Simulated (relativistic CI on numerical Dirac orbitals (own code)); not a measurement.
# Electric-dipole lines of Tb⁶³⁺

Computed by Dirac-Coulomb-Breit CI, separate exchange-only KLI orbitals for each configuration, model QED, unscaled Slater integrals (own radial code, finite nucleus).

Configurations in the expansion: 1s2, 1s.2s, 1s.2p, 1s.3s, 1s.3p, 1s.3d, 1s.4s, 1s.4p, 1s.4d, 1s.4f, 1s.5s, 1s.5p, 1s.5d, 1s.5f, 1s.5g, 1s.6s, 1s.6p, 1s.6d, 2s2. Levels of other configurations are missing.

```
λ vac (nm)             Lower             Upper   A (s⁻¹)  E lower (Ry)  E upper (Ry)
   0.02718      1s2 1S_0 [1]   1s.2p 1P°_1 [7]  1.38e+16          0.00       3352.92
   0.11641   1s.2p 3P°_2 [6]   1s.4d 3D_3 [26]  3.49e+14       3349.73       4132.56
   0.14055    1s.2s 3S_1 [2]  1s.3p 3P°_2 [12]  3.42e+14       3277.87       3926.24
   0.14197   1s.2p 3P°_1 [3]   1s.3d 3D_2 [13]  9.88e+14       3285.06       3926.92
   0.14226   1s.2p 3P°_0 [5]   1s.3d 3D_1 [14]  6.61e+14       3286.56       3927.13
   0.15632   1s.2p 3P°_2 [6]   1s.3d 3D_3 [16]  1.08e+15       3349.73       3932.68
   0.15714   1s.2p 1P°_1 [7]   1s.3d 1D_2 [17]  9.67e+14       3352.92       3932.84
   0.30523   1s.3d 3D_2 [13]  1s.5f 3F°_3 [41]  7.44e+13       3926.92       4225.48
   0.31058   1s.3d 3D_3 [16]  1s.5f 3F°_4 [44]  7.63e+13       3932.68       4226.09
   0.40542    1s.3s 3S_1 [8]  1s.4p 3P°_2 [22]  4.29e+13       3905.06       4129.83
   0.40841   1s.3p 3P°_1 [9]   1s.4d 3D_2 [23]  9.58e+13       3907.00       4130.12
   0.44168  1s.3p 3P°_2 [12]   1s.4d 3D_3 [26]  1.17e+14       3926.24       4132.56
   0.44312   1s.3d 3D_2 [13]  1s.4f 3F°_3 [27]  2.22e+14       3926.92       4132.57
   0.44347   1s.3d 3D_1 [14]  1s.4f 3F°_2 [28]  1.99e+14       3927.13       4132.61
   0.44353  1s.3p 1P°_1 [15]   1s.4d 1D_2 [29]  1.06e+14       3927.17       4132.63
   0.45317   1s.3d 3D_3 [16]  1s.4f 3F°_4 [30]  2.31e+14       3932.68       4133.76
   0.45347   1s.3d 1D_2 [17]  1s.4f 1F°_3 [31]  2.20e+14       3932.84       4133.79
   0.88937  1s.4p 3P°_1 [19]   1s.5d 3D_2 [37]  1.87e+13       4121.76       4224.22
   0.95286  1s.4p 3P°_2 [22]   1s.5d 3D_3 [40]  2.44e+13       4129.83       4225.47
   0.95565   1s.4d 3D_2 [23]  1s.5f 3F°_3 [41]  4.09e+13       4130.12       4225.48
   0.95628   1s.4d 3D_1 [24]  1s.5f 3F°_2 [42]  3.68e+13       4130.20       4225.50
   0.95638  1s.4p 1P°_1 [25]   1s.5d 1D_2 [43]  2.21e+13       4130.22       4225.51
   0.97428   1s.4d 3D_3 [26]  1s.5f 3F°_4 [44]  4.34e+13       4132.56       4226.09
   0.97446  1s.4f 3F°_3 [27]   1s.5g 3G_4 [45]  6.97e+13       4132.57       4226.09
   0.97476  1s.4f 3F°_2 [28]   1s.5g 3G_3 [46]  6.63e+13       4132.61       4226.10
   0.97488   1s.4d 1D_2 [29]  1s.5f 1F°_3 [47]  4.13e+13       4132.63       4226.10
   0.98316  1s.4f 3F°_4 [30]   1s.5g 3G_5 [48]  7.13e+13       4133.76       4226.45
   0.98338  1s.4f 1F°_3 [31]   1s.5g 1G_4 [49]  6.93e+13       4133.79       4226.46
    1.7552  1s.5p 3P°_2 [36]   1s.6d 3D_3 [58]  7.26e+12       4224.07       4275.99
    1.7611  1s.5p 1P°_1 [39]   1s.6d 1D_2 [59]  6.60e+12       4224.27       4276.01
```

Terms are leading LS components. Brackets give the number of a level in order of energy, since labels repeat. The list gives strong lines, with weight on those to low levels, without lines whose two gauges differ by over a factor of 2.5, among the lowest 59 of 60 levels, so that lines to higher ones, which can be the strongest, are missing. Levels whose partners in the same complex of configurations lie outside the list can be far off, and so can their lines. Rates are taken at the computed energies, electric ones in the length gauge.

At this charge energies of transitions that change n are usually good to better than 1 %, and those within a shell (Δn = 0) to a few per cent.

**Question.** From the table, what is the radiative lifetime of 1s.4d 3D_3?

**Answer.** The listed rates from this level add up to about 4.66e+14 s⁻¹, 100 % of its decay; with all channels τ = 2.14e-15 s.

LS names give the leading component of a level, which can be under half, so a name can repeat, a term be missing and a line seem to break the LS rules.
